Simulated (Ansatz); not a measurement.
Steps of a relaxation of CH₇AlSi₂, SMILES `[SiH3][CH]1[AlH][SiH2]1` with RKS PBE-D4/def2-SVP.

```sh
$ ansatz run in.yaml --threads 2 --pin off --events-out ev --progress --plain --max-ram 4352MiB
```

```yaml
crystal:
  periodic: [false, false, false]
  atoms:
    - {symbol: Si, position_ang: [-1.082200, 1.075800, 0.182200]}
    - {symbol: C, position_ang: [0.575100, 0.461500, -0.196800]}
    - {symbol: Al, position_ang: [1.201700, -0.790600, 1.146600]}
    - {symbol: Si, position_ang: [0.611600, -1.148100, -1.112300]}
    - {symbol: H, position_ang: [-1.702600, 1.682800, -1.075200]}
    - {symbol: H, position_ang: [-1.038400, 2.182900, 1.197600]}
    - {symbol: H, position_ang: [-1.971300, 0.038100, 0.659100]}
    - {symbol: H, position_ang: [1.348900, 1.211700, -0.605200]}
    - {symbol: H, position_ang: [1.084600, -1.263800, 2.714800]}
    - {symbol: H, position_ang: [1.731200, -1.530800, -1.861600]}
    - {symbol: H, position_ang: [-0.693300, -1.976500, -1.028600]}
basis:
  gaussian: {orbitals: def2-SVP}
hamiltonian: {xc: pbe, dispersion: d4}
relax: {f_tol: 0.03, max_steps: 200}
```

Positions (Å) and forces (eV/Å) along the path, 13 of 18 steps:

```xyz
11
step=1 energy=-23479.3801 eV
Si   -1.082    1.076    0.182   -0.441    2.157   -0.752
C     0.575    0.462   -0.197    1.799    1.778   -0.017
Al    1.202   -0.791    1.147   -0.152   -1.256    0.712
Si    0.612   -1.148   -1.112   -1.603   -1.679    1.282
H    -1.703    1.683   -1.075   -0.111   -0.174    0.196
H    -1.038    2.183    1.198   -0.037    0.003    0.154
H    -1.971    0.038    0.659   -0.562   -0.930    0.419
H     1.349    1.212   -0.605   -1.091   -0.506    0.437
H     1.085   -1.264    2.715    0.233    0.565   -0.405
H     1.731   -1.531   -1.862    1.359   -0.430   -1.508
H    -0.693   -1.976   -1.029    0.605    0.473   -0.517
11
step=2 energy=-23480.1098 eV
Si   -1.085    1.146    0.154   -0.286    0.511   -0.123
C     0.586    0.420   -0.129    0.622    0.828   -0.184
Al    1.166   -0.900    1.217   -0.088   -0.421    0.423
Si    0.659   -1.252   -1.031   -0.194   -1.168    0.375
H    -1.750    1.691   -1.099    0.059   -0.022    0.109
H    -1.053    2.219    1.211   -0.019    0.062   -0.036
H    -1.964    0.058    0.664   -0.270   -0.283    0.163
H     1.317    1.169   -0.537   -0.270   -0.172    0.185
H     1.162   -1.127    2.815    0.147    0.234   -0.215
H     1.708   -1.510   -2.054   -0.036    0.108   -0.346
H    -0.681   -1.972   -1.191    0.336    0.325   -0.351
11
step=4 energy=-23480.2867 eV
Si   -1.104    1.139    0.184   -0.103    0.081   -0.074
C     0.584    0.369   -0.079   -0.041    0.085    0.030
Al    1.120   -0.941    1.287   -0.185   -0.101   -0.828
Si    0.689   -1.357   -0.984   -0.126   -0.186    0.145
H    -1.777    1.546   -1.112    0.021   -0.046    0.071
H    -1.036    2.364    1.069    0.024   -0.083   -0.022
H    -2.031    0.147    0.866    0.110    0.035   -0.045
H     1.304    1.124   -0.450    0.027    0.119   -0.051
H     1.250   -1.105    2.807    0.169   -0.030    0.842
H     1.698   -1.449   -2.088    0.123    0.071   -0.039
H    -0.630   -1.895   -1.478   -0.018    0.054   -0.030
11
step=6 energy=-23480.3361 eV
Si   -1.108    1.138    0.175    0.056    0.038   -0.106
C     0.581    0.371   -0.085    0.037   -0.026    0.016
Al    1.026   -0.957    1.299    0.059   -0.044   -0.209
Si    0.648   -1.371   -0.977   -0.165    0.011    0.092
H    -1.791    1.525   -1.115   -0.028   -0.003    0.016
H    -1.035    2.357    1.060   -0.007   -0.019    0.005
H    -2.010    0.136    0.865    0.012   -0.034    0.023
H     1.312    1.118   -0.459   -0.040    0.072    0.022
H     1.367   -1.090    2.834    0.020    0.012    0.205
H     1.734   -1.451   -2.010    0.071   -0.025   -0.002
H    -0.659   -1.833   -1.566   -0.017    0.018   -0.062
11
step=8 energy=-23480.3548 eV
Si   -1.095    1.127    0.178    0.014    0.003    0.003
C     0.600    0.384   -0.096    0.131   -0.043   -0.070
Al    0.989   -0.958    1.294    0.002   -0.013    0.102
Si    0.592   -1.365   -0.980   -0.031    0.054   -0.034
H    -1.829    1.470   -1.095   -0.003   -0.003    0.005
H    -1.033    2.355    1.048   -0.010    0.002    0.003
H    -1.948    0.107    0.908   -0.007   -0.028    0.022
H     1.318    1.144   -0.470   -0.056    0.014   -0.008
H     1.388   -1.060    2.843   -0.051    0.007   -0.096
H     1.770   -1.523   -1.911   -0.047   -0.012    0.039
H    -0.684   -1.739   -1.699    0.058    0.019    0.033
11
step=9 energy=-23480.3713 eV
Si   -1.048    1.099    0.203   -0.077   -0.019   -0.039
C     0.665    0.422   -0.141   -0.008   -0.081   -0.053
Al    0.915   -0.934    1.281   -0.133    0.084    0.002
Si    0.541   -1.329   -0.999    0.305    0.003   -0.168
H    -1.880    1.353   -1.042    0.063   -0.029    0.151
H    -1.020    2.348    1.045   -0.008   -0.024   -0.010
H    -1.798    0.034    1.008    0.089    0.057   -0.032
H     1.343    1.209   -0.533   -0.022   -0.060   -0.013
H     1.259   -1.013    2.838   -0.023   -0.011   -0.042
H     1.791   -1.626   -1.825   -0.280    0.052    0.131
H    -0.702   -1.620   -1.816    0.094    0.028    0.073
11
step=10 energy=-23480.3936 eV
Si   -1.011    1.093    0.218   -0.064   -0.108   -0.117
C     0.704    0.445   -0.181   -0.180   -0.071   -0.018
Al    0.836   -0.909    1.273   -0.218    0.152   -0.129
Si    0.529   -1.312   -1.017    0.415   -0.008   -0.264
H    -1.944    1.260   -0.983    0.163   -0.037    0.299
H    -1.003    2.355    1.042   -0.007   -0.043   -0.033
H    -1.651   -0.005    1.098    0.126    0.092   -0.060
H     1.370    1.239   -0.576    0.019   -0.095   -0.016
H     1.125   -0.983    2.836   -0.010   -0.011    0.025
H     1.797   -1.676   -1.798   -0.351    0.093    0.192
H    -0.687   -1.564   -1.891    0.107    0.036    0.120
11
step=11 energy=-23480.4471 eV
Si   -0.986    1.094    0.232    0.049   -0.096   -0.233
C     0.718    0.461   -0.228   -0.232   -0.037   -0.040
Al    0.741   -0.884    1.251   -0.296    0.132   -0.126
Si    0.534   -1.299   -1.050    0.369    0.021   -0.152
H    -2.019    1.183   -0.898    0.207   -0.052    0.355
H    -0.980    2.370    1.032   -0.003   -0.060   -0.021
H    -1.500   -0.022    1.188    0.111    0.027   -0.040
H     1.399    1.247   -0.610    0.013   -0.085   -0.025
H     0.995   -0.960    2.818   -0.001    0.003    0.036
H     1.828   -1.711   -1.759   -0.370    0.117    0.144
H    -0.664   -1.535   -1.956    0.154    0.030    0.102
11
step=13 energy=-23480.5218 eV rejected
Si   -0.907    1.118    0.232   -0.168    0.278   -0.513
C     0.735    0.502   -0.357   -0.346    0.018   -0.105
Al    0.443   -0.785    1.197    0.543   -0.588    0.188
Si    0.554   -1.264   -1.114    0.052    0.020    0.234
H    -2.179    1.033   -0.614    0.292    0.007    0.226
H    -0.925    2.360    1.074    0.038   -0.009   -0.008
H    -1.199   -0.083    1.258   -0.411    0.119   -0.020
H     1.485    1.242   -0.696   -0.058   -0.025    0.064
H     0.764   -0.880    2.759    0.059    0.028   -0.072
H     1.880   -1.782   -1.632   -0.193    0.098   -0.017
H    -0.585   -1.518   -2.086    0.193    0.055    0.023
11
step=14 energy=-23480.5759 eV
Si   -0.932    1.114    0.219    0.115   -0.005   -0.070
C     0.716    0.474   -0.308   -0.007    0.101   -0.096
Al    0.525   -0.831    1.232   -0.070   -0.024    0.079
Si    0.550   -1.289   -1.071   -0.032    0.095   -0.027
H    -2.125    1.057   -0.700   -0.025    0.019    0.031
H    -0.938    2.374    1.034    0.006   -0.007    0.004
H    -1.289   -0.049    1.241   -0.013   -0.090    0.069
H     1.454    1.220   -0.660   -0.013   -0.062    0.017
H     0.849   -0.903    2.794   -0.011    0.015   -0.064
H     1.837   -1.729   -1.709    0.058   -0.011    0.033
H    -0.580   -1.496   -2.053   -0.009   -0.031    0.025
11
step=16 energy=-23480.5766 eV rejected
Si   -0.942    1.156    0.227    0.193   -0.153   -0.171
C     0.654    0.473   -0.364    0.030    0.030    0.029
Al    0.424   -0.844    1.216    0.134    0.034   -0.048
Si    0.562   -1.304   -1.079   -0.070    0.160   -0.065
H    -2.193    1.153   -0.615   -0.012    0.005    0.068
H    -0.870    2.387    1.083   -0.025   -0.029    0.028
H    -1.281   -0.087    1.201   -0.210    0.018    0.126
H     1.437    1.191   -0.668    0.009   -0.026   -0.019
H     0.886   -0.878    2.737   -0.055    0.019    0.032
H     1.905   -1.707   -1.626    0.003   -0.025    0.021
H    -0.516   -1.598   -2.093    0.004   -0.033    0.000
11
step=17 energy=-23480.5888 eV
Si   -0.928    1.135    0.223   -0.021   -0.013    0.003
C     0.684    0.478   -0.356   -0.017   -0.003    0.005
Al    0.461   -0.839    1.212    0.011   -0.005    0.048
Si    0.558   -1.286   -1.091    0.005    0.009   -0.014
H    -2.179    1.112   -0.617    0.009    0.012   -0.002
H    -0.886    2.369    1.075    0.006    0.003   -0.002
H    -1.293   -0.069    1.232    0.023    0.001   -0.004
H     1.450    1.206   -0.679   -0.002   -0.007    0.006
H     0.845   -0.870    2.759   -0.012    0.007   -0.045
H     1.886   -1.728   -1.642    0.001    0.001    0.005
H    -0.533   -1.566   -2.095   -0.001   -0.006    0.000
11
step=18 energy=-23480.5891 eV
Si   -0.931    1.135    0.225    0.004   -0.002    0.006
C     0.677    0.476   -0.358    0.009   -0.001   -0.003
Al    0.458   -0.842    1.210    0.003    0.003    0.001
Si    0.559   -1.287   -1.093    0.001    0.003   -0.007
H    -2.182    1.125   -0.615   -0.003   -0.005    0.004
H    -0.880    2.369    1.078    0.002   -0.002    0.003
H    -1.289   -0.071    1.233   -0.018    0.005   -0.004
H     1.446    1.203   -0.676    0.001   -0.002   -0.004
H     0.845   -0.864    2.753    0.000    0.001    0.001
H     1.891   -1.724   -1.638    0.002    0.000    0.002
H    -0.528   -1.577   -2.099   -0.001   -0.001    0.001
```

It took 39 s on 2 threads of an Arm Neoverse V1 on a shared host, with 0.14 GiB of host memory at the peak.
